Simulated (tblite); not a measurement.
Species: C₄H₁₂B₂FN.
Numbering: `[BH2:1][C@@H:2]([BH2-:3][NH2+:4][CH3:5])/[CH:6]=[CH:7]/[F:8]` (hydrogens: H9, H10 on B1; H11 on C2; H12, H13 on B3; H14, H15 on N4; H16, H17, H18 on C5; H19 on C6; H20 on C7)
Bond orders are those of one Lewis drawing.

Computed with GFN2-xTB (tblite), gas phase: L-BFGS steps from a force-field or distance-geometry start until the largest atomic force falls under 0.01 eV/Å.

Step 17: E = -673.9028 eV
```
atom  x, y, z in Å  |  force x, y, z in eV/Å
B1      1.2752    2.0664    0.9307    0.046   0.035   0.034
C2      0.9063    0.5985    0.5691    0.041   0.191  -0.115
B3     -0.7339    0.7166    0.2096   -0.095  -0.174  -0.013
N4     -1.1792   -0.8444    0.0041   -0.195  -0.151  -0.083
C5     -2.6030   -1.0472   -0.2807   -0.040   0.036   0.012
C6      1.6545    0.1008   -0.6133    0.006  -0.093  -0.035
C7      2.4067   -0.9880   -0.6218   -0.076   0.055   0.031
F8      3.0698   -1.4036   -1.7406   -0.061   0.055   0.106
H9      1.4529    2.8441    0.0725    0.043  -0.025   0.045
H10     1.3560    2.4203    2.0471   -0.107  -0.051  -0.070
H11     1.0224   -0.1060    1.4035    0.018   0.077  -0.117
H12    -0.9914    1.2479   -0.8153    0.159   0.093  -0.093
H13    -1.4033    1.1208    1.0985    0.080   0.055   0.190
H14    -0.6031   -1.1948   -0.7565    0.042  -0.058  -0.055
H15    -0.9141   -1.3415    0.8492    0.009  -0.040   0.054
H16    -3.1839   -0.6180    0.5348    0.021  -0.039  -0.002
H17    -2.8795   -2.1023   -0.3999    0.185   0.167   0.026
H18    -2.8663   -0.5035   -1.1872    0.056  -0.049   0.014
H19     1.6125    0.6831   -1.5243   -0.132   0.030   0.071
H20     2.5962   -1.6385    0.2176   -0.001  -0.114   0.000
```

Step 18: E = -673.9123 eV
```
atom  x, y, z in Å  |  force x, y, z in eV/Å
B1      1.2776    2.0664    0.9300   -0.002   0.016   0.020
C2      0.9048    0.5992    0.5698    0.054   0.172  -0.114
B3     -0.7400    0.7220    0.2110    0.043  -0.194   0.010
N4     -1.1797   -0.8423    0.0045   -0.078  -0.072  -0.057
C5     -2.5995   -1.0477   -0.2810   -0.040   0.032   0.007
C6      1.6521    0.0991   -0.6145   -0.053  -0.076   0.007
C7      2.4022   -0.9911   -0.6228   -0.057   0.044   0.030
F8      3.0612   -1.4007   -1.7468   -0.051   0.025   0.125
H9      1.4734    2.8366    0.0677    0.047  -0.026   0.088
H10     1.3260    2.4210    2.0485   -0.078  -0.030  -0.097
H11     1.0165   -0.1032    1.4099    0.022   0.106  -0.200
H12    -0.9819    1.2566   -0.8184    0.099   0.063  -0.008
H13    -1.3962    1.1236    1.1130    0.059   0.046   0.090
H14    -0.6023   -1.1913   -0.7567    0.036  -0.040  -0.031
H15    -0.9141   -1.3406    0.8496    0.010  -0.014   0.029
H16    -3.1834   -0.6208    0.5316   -0.007  -0.036   0.044
H17    -2.8595   -2.1042   -0.3981    0.087   0.092   0.004
H18    -2.8646   -0.5060   -1.1863    0.043  -0.039  -0.036
H19     1.6064    0.6783   -1.5301   -0.122  -0.002   0.147
H20     2.5958   -1.6441    0.2161   -0.011  -0.068  -0.057
```

Step 19: E = -673.9191 eV
```
atom  x, y, z in Å  |  force x, y, z in eV/Å
B1      1.2791    2.0667    0.9300   -0.029   0.026  -0.006
C2      0.9046    0.6021    0.5681    0.021   0.098  -0.079
B3     -0.7447    0.7221    0.2121    0.125  -0.119   0.020
N4     -1.1808   -0.8426    0.0038    0.047   0.018  -0.008
C5     -2.5980   -1.0475   -0.2811   -0.014   0.022   0.001
C6      1.6492    0.0966   -0.6151   -0.092  -0.027   0.035
C7      2.3985   -0.9934   -0.6226   -0.035   0.013   0.033
F8      3.0541   -1.3989   -1.7495   -0.031  -0.004   0.103
H9      1.4898    2.8309    0.0653    0.050  -0.014   0.114
H10     1.3027    2.4219    2.0490   -0.058  -0.016  -0.105
H11     1.0133   -0.0996    1.4097    0.027   0.105  -0.205
H12    -0.9741    1.2642   -0.8198    0.052   0.015   0.070
H13    -1.3905    1.1269    1.1242    0.061   0.008  -0.007
H14    -0.6001   -1.1884   -0.7574    0.012  -0.034  -0.007
H15    -0.9134   -1.3392    0.8505   -0.001   0.000  -0.008
H16    -3.1835   -0.6238    0.5305   -0.026  -0.022   0.065
H17    -2.8442   -2.1037   -0.3968   -0.006  -0.009  -0.016
H18    -2.8626   -0.5090   -1.1870    0.023  -0.015  -0.067
H19     1.5993    0.6755   -1.5310   -0.102  -0.017   0.146
H20     2.5962   -1.6500    0.2140   -0.027  -0.028  -0.079
```

Step 20: E = -673.9244 eV
```
atom  x, y, z in Å  |  force x, y, z in eV/Å
B1      1.2793    2.0671    0.9301   -0.036   0.041  -0.027
C2      0.9052    0.6056    0.5659   -0.029   0.024  -0.033
B3     -0.7462    0.7214    0.2140    0.140  -0.014   0.021
N4     -1.1805   -0.8414    0.0034    0.117   0.071   0.025
C5     -2.5965   -1.0473   -0.2812    0.018   0.007  -0.004
C6      1.6451    0.0931   -0.6146   -0.092   0.020   0.037
C7      2.3947   -0.9956   -0.6226   -0.018  -0.019   0.035
F8      3.0466   -1.3985   -1.7513   -0.009  -0.024   0.058
H9      1.5075    2.8245    0.0646    0.054   0.015   0.117
H10     1.2789    2.4241    2.0480   -0.042  -0.006  -0.098
H11     1.0108   -0.0957    1.4059    0.035   0.073  -0.145
H12    -0.9684    1.2716   -0.8179    0.021  -0.024   0.114
H13    -1.3857    1.1307    1.1323    0.071  -0.030  -0.072
H14    -0.5968   -1.1843   -0.7576   -0.011  -0.034   0.010
H15    -0.9116   -1.3364    0.8513   -0.009   0.002  -0.031
H16    -3.1842   -0.6278    0.5306   -0.026  -0.012   0.057
H17    -2.8316   -2.1042   -0.3962   -0.065  -0.070  -0.027
H18    -2.8605   -0.5127   -1.1890    0.007   0.003  -0.068
H19     1.5915    0.6723   -1.5285   -0.084  -0.009   0.090
H20     2.5972   -1.6559    0.2099   -0.039  -0.013  -0.060
```

Question: Estimate the geometry and energy of step 21. (The exact step hangs on the optimiser's Hessian estimate; all steps are aligned on step 20, rigid shifts and turns removed.)

Answer: E = -673.9292 eV, largest force 0.139 eV/Å
```
atom  x, y, z in Å  |  force x, y, z in eV/Å
B1      1.2782    2.0679    0.9298   -0.032   0.045  -0.035
C2      0.9060    0.6092    0.5638   -0.068  -0.030   0.010
B3     -0.7444    0.7222    0.2171    0.100   0.072   0.015
N4     -1.1783   -0.8374    0.0036    0.114   0.071   0.036
C5     -2.5940   -1.0477   -0.2816    0.040  -0.010  -0.008
C6      1.6394    0.0889   -0.6131   -0.057   0.047   0.016
C7      2.3903   -0.9981   -0.6231   -0.010  -0.039   0.028
F8      3.0378   -1.3991   -1.7536    0.009  -0.035   0.006
H9      1.5298    2.8167    0.0655    0.057   0.058   0.099
H10     1.2502    2.4275    2.0453   -0.029   0.008  -0.078
H11     1.0083   -0.0914    1.4006    0.046   0.021  -0.041
H12    -0.9637    1.2793   -0.8126    0.000  -0.043   0.118
H13    -1.3804    1.1345    1.1384    0.074  -0.055  -0.098
H14    -0.5927   -1.1786   -0.7571   -0.021  -0.034   0.015
H15    -0.9092   -1.3322    0.8516   -0.008  -0.001  -0.035
H16    -3.1851   -0.6327    0.5311   -0.008  -0.011   0.026
H17    -2.8195   -2.1067   -0.3962   -0.089  -0.072  -0.028
H18    -2.8582   -0.5172   -1.1921    0.000   0.008  -0.042
H19     1.5822    0.6677   -1.5243   -0.071   0.017   0.006
H20     2.5983   -1.6619    0.2038   -0.048  -0.017  -0.009
```

The energy changes by -0.0048 eV. The first-order estimate −F·Δx gives -0.0067 eV and the mean of the old and new forces, exact on a quadratic surface, -0.0047 eV. The step makes an angle of 71° with the force vector and moves no atom by more than 0.029 Å.

The cost below is that of the whole relaxation. Time: 0.83 s wall. Hardware: Arm Neoverse V1, one thread, on a shared host.
